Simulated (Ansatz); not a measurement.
Harmonic frequencies (cm⁻¹) at PBE0-D4/def2-TZVP from Ansatz: 106, 139, 144, 150, 231, 251, 406, 433, 558, 633, 763, 820, 840, 852, 1087, 1120, 1304, 1311, 1422, 1423, 1466, 1467, 1912, 1916, 2997, 2998, 3070, 3073, 3120, 3122.

Task: Which molecule is it?
A. `BC[CH2][GaH2]`
B. `C[B](C)[GaH2]`
C. `C[SiH](Cl)[SnH3]`
D. `BOC[SiH2]C`

Result: B.
